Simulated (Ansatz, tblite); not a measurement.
Cost and result up the ladder for Sr₂O₂⁻ (4 atoms). Charge -1, multiplicity 2. Geometry: r2SCAN-D4/def2-TZVPD.

```xyz
4

Sr   -0.8180    1.0538    0.9413
Sr    0.8183   -1.0537   -0.9411
O    -0.3062   -1.0788    0.9415
O     0.3059    1.0787   -0.9416
```

Ansatz on 2 threads of Arm Neoverse V2 on a shared host; xTB runs through tblite on one thread. Times are rough, summed over both states, and most runs start from the orbitals of an earlier one. ωB97M-V/def2-TZVPD serves as the yardstick here, not as an exact answer. The other state is a quartet at its own geometry.

In the def2 sets Sr takes a core potential; there is no spin–orbit coupling. The xTB rows come from tblite. LC-ωPBE has ω = 0.4 bohr⁻¹. B3LYP takes the VWN-RPA correlation. Correlated methods freeze 2 core orbitals; core or outer-core shells of Sr are correlated, in sets that lack core-valence functions. In CCSD on the charge -1 doublet the largest single amplitude is 0.52, so its Hartree–Fock determinant may place the open shell otherwise than the density functionals do. The structure comes from a short search, and lower isomers may exist.

Run but left out: HF/def2-TZVPD, HF/def2-TZVPPD, MP2/def2-TZVPD, MP2/def2-TZVPPD (doublet: a determinant that CCSD turns far, T1 0.074); B97M-V/def2-TZVPD (doublet: an occupied level 0.23 eV above an empty one).

Correlated methods converge slowly with the basis.

xTB has no spin-polarisation term.

```
                           level  functions  quartet − doublet (eV)  difference from ωB97M-V/def2-TZVPD (eV)                                                                            remarks
            r2SCAN-D4/def2-TZVPD        146                    1.20                                    -0.11                               HOMO above zero (doublet), HOMO above zero (quartet)
             CCSD(T)/def2-TZVPPD        160                    1.19                                    -0.12  HOMO above zero (doublet), large T1 (0.051) (quartet), large T1 (0.074) (doublet)
             B3LYP-D4/def2-TZVPD        146                    1.20                                    -0.11                               HOMO above zero (doublet), HOMO above zero (quartet)
                        GFN2-xTB         26                    1.88                                     0.57                                                                                  –
              ωB97M-V/def2-TZVPD        146                    1.31                                     0.00                                                          HOMO above zero (doublet)
              RPA@PBE/def2-TZVPD        146                    0.68                                    -0.63                                                                                  –
              LC-ωPBE/def2-TZVPD        146                    1.12                                    -0.19                                                                                  –
PBE0-D4/def2-TZVPD (with forces)        146                    1.15                                    -0.16                               HOMO above zero (doublet), HOMO above zero (quartet)
                        GFN1-xTB         26                    2.98                                     1.67                                                                                  –
               PBE-D4/def2-TZVPD        146                    1.35                                     0.04                               HOMO above zero (doublet), HOMO above zero (quartet)
         CAM-B3LYP-D4/def2-TZVPD        146                    1.13                                    -0.18                                                          HOMO above zero (doublet)
```

Q: Estimate how long each takes.

A: GFN1-xTB 0.004 s; GFN2-xTB 0.007 s; PBE-D4/def2-TZVPD 6.6 s; PBE0-D4/def2-TZVPD (with forces) 9.2 s; B3LYP-D4/def2-TZVPD 9.8 s; RPA@PBE/def2-TZVPD 13 s; r2SCAN-D4/def2-TZVPD 17 s; CAM-B3LYP-D4/def2-TZVPD 17 s; LC-ωPBE/def2-TZVPD 21 s; ωB97M-V/def2-TZVPD 83 s; CCSD(T)/def2-TZVPPD 6.9 min. On shared hardware such times vary by a factor of up to 3.
